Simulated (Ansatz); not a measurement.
Reaction (atomization): `[BH2][Zn][F]` → B• + F• + 2 H• + Zn (atom)

Isolated molecules relaxed with PBE0-D4/def2-TZVP in Ansatz; ΔE leaves out vibrations. CBS: MP2 limit from def2 TZ/QZ plus the TZ coupled-cluster correction, frozen cores. This one scheme is used for every species, atoms too. Functionals use def2-TZVPP. B3LYP here is the variant with VWN-RPA as its local correlation; programs differ in this. HSE06 is defined as in plane-wave codes. Open shells (•) are unrestricted, without spin–orbit coupling. Spin–orbit coupling would lower the free atoms: a little for B, F. Bonds to Zn are less sure, by a few kJ/mol each and by 10 to 20 or more in all where they break to atoms, as the def2 sets lack core-valence functions. Scalar relativity is left out up to krypton.

```json
{"level": "LDA (SPW92)", "ΔE (kcal/mol)": "366.9", "difference from CCSD(T)/CBS": "47.6"}
{"level": "PBE-D4", "ΔE (kcal/mol)": "324.6", "difference from CCSD(T)/CBS": "5.3"}
{"level": "BLYP-D4", "ΔE (kcal/mol)": "317.3", "difference from CCSD(T)/CBS": "-2.0"}
{"level": "r2SCAN-D4", "ΔE (kcal/mol)": "326.0", "difference from CCSD(T)/CBS": "6.7"}
{"level": "B97M-V", "ΔE (kcal/mol)": "319.7", "difference from CCSD(T)/CBS": "0.4"}
{"level": "PBE0-D4", "ΔE (kcal/mol)": "318.4", "difference from CCSD(T)/CBS": "-0.9"}
{"level": "B3LYP-D4", "ΔE (kcal/mol)": "317.5", "difference from CCSD(T)/CBS": "-1.8"}
{"level": "r2SCANh-D4", "ΔE (kcal/mol)": "322.7", "difference from CCSD(T)/CBS": "3.4"}
{"level": "r2SCAN0-D4", "ΔE (kcal/mol)": "318.3", "difference from CCSD(T)/CBS": "-1.0"}
{"level": "HSE06-D4", "ΔE (kcal/mol)": "318.5", "difference from CCSD(T)/CBS": "-0.8"}
{"level": "BHLYP-D4", "ΔE (kcal/mol)": "308.9", "difference from CCSD(T)/CBS": "-10.4"}
{"level": "CAM-B3LYP-D4", "ΔE (kcal/mol)": "323.2", "difference from CCSD(T)/CBS": "3.9"}
{"level": "ωB97X-V", "ΔE (kcal/mol)": "324.0", "difference from CCSD(T)/CBS": "4.7"}
{"level": "ωB97M-V", "ΔE (kcal/mol)": "321.4", "difference from CCSD(T)/CBS": "2.1"}
{"level": "B2PLYP", "ΔE (kcal/mol)": "317.1", "difference from CCSD(T)/CBS": "-2.2"}
{"level": "PBE-QIDH", "ΔE (kcal/mol)": "319.3", "difference from CCSD(T)/CBS": "0.0"}
{"level": "PBE", "ΔE (kcal/mol)": "323.3", "difference from CCSD(T)/CBS": "4.0"}
{"level": "BLYP", "ΔE (kcal/mol)": "314.5", "difference from CCSD(T)/CBS": "-4.8"}
{"level": "r2SCAN", "ΔE (kcal/mol)": "325.7", "difference from CCSD(T)/CBS": "6.4"}
{"level": "B3LYP", "ΔE (kcal/mol)": "315.5", "difference from CCSD(T)/CBS": "-3.8"}
{"level": "r2SCANh", "ΔE (kcal/mol)": "322.4", "difference from CCSD(T)/CBS": "3.1"}
{"level": "r2SCAN0", "ΔE (kcal/mol)": "317.9", "difference from CCSD(T)/CBS": "-1.4"}
{"level": "HSE06", "ΔE (kcal/mol)": "317.5", "difference from CCSD(T)/CBS": "-1.8"}
{"level": "BHLYP", "ΔE (kcal/mol)": "307.2", "difference from CCSD(T)/CBS": "-12.1"}
{"level": "LC-ωPBE", "ΔE (kcal/mol)": "328.8", "difference from CCSD(T)/CBS": "9.5"}
{"level": "HF/def2-SVP", "ΔE (kcal/mol)": "241.7", "difference from CCSD(T)/CBS": "-77.6"}
{"level": "MP2/def2-SVP", "ΔE (kcal/mol)": "311.3", "difference from CCSD(T)/CBS": "-8.0"}
{"level": "CCSD/def2-SVP", "ΔE (kcal/mol)": "297.4", "difference from CCSD(T)/CBS": "-21.9"}
{"level": "CCSD(T)/def2-SVP", "ΔE (kcal/mol)": "299.3", "difference from CCSD(T)/CBS": "-20.0"}
{"level": "HF/def2-TZVPP", "ΔE (kcal/mol)": "239.6", "difference from CCSD(T)/CBS": "-79.7"}
{"level": "MP2/def2-TZVPP", "ΔE (kcal/mol)": "321.9", "difference from CCSD(T)/CBS": "2.6"}
{"level": "SCS-MP2/def2-TZVPP", "ΔE (kcal/mol)": "317.0", "difference from CCSD(T)/CBS": "-2.3"}
{"level": "CCSD/def2-TZVPP", "ΔE (kcal/mol)": "306.1", "difference from CCSD(T)/CBS": "-13.2"}
{"level": "CCSD(T)/def2-TZVPP", "ΔE (kcal/mol)": "310.2", "difference from CCSD(T)/CBS": "-9.1"}
{"level": "HF/def2-QZVPP", "ΔE (kcal/mol)": "241.8", "difference from CCSD(T)/CBS": "-77.5"}
{"level": "MP2/def2-QZVPP", "ΔE (kcal/mol)": "327.9", "difference from CCSD(T)/CBS": "8.6"}
{"level": "SCS-MP2/def2-QZVPP", "ΔE (kcal/mol)": "323.3", "difference from CCSD(T)/CBS": "4.0"}
{"level": "HF/CBS(def2)", "ΔE (kcal/mol)": "242.1", "difference from CCSD(T)/CBS": "-77.2"}
{"level": "MP2/CBS(def2)", "ΔE (kcal/mol)": "331.0", "difference from CCSD(T)/CBS": "11.7"}
{"level": "CCSD/CBS(def2)", "ΔE (kcal/mol)": "315.1", "difference from CCSD(T)/CBS": "-4.2"}
{"level": "CCSD(T)/CBS", "ΔE (kcal/mol)": "319.3", "difference from CCSD(T)/CBS": "0"}
```

Largest T1 diagnostic among the species: 0.017.

Leaving LDA and LC-ωPBE aside and taking each functional with its dispersion term where it has one, the values spread over 17.1 kcal/mol, from BHLYP-D4 to r2SCAN-D4. LDA lies +43.6 kcal/mol from PBE without D4, its usual overbinding. The D4 term adds +2.1 kcal/mol with B3LYP and +1.1 kcal/mol with PBE0; it sums over pairs of atoms, weighted by their polarisabilities, and B3LYP, whose exchange is more repulsive, gets the larger term.

For atomizations the MP2-based limit and the directly extrapolated one differ by several kJ/mol either way, and by 10 to 25 for some Ge, Se and Sn compounds, so smaller differences from it don't rank the levels.
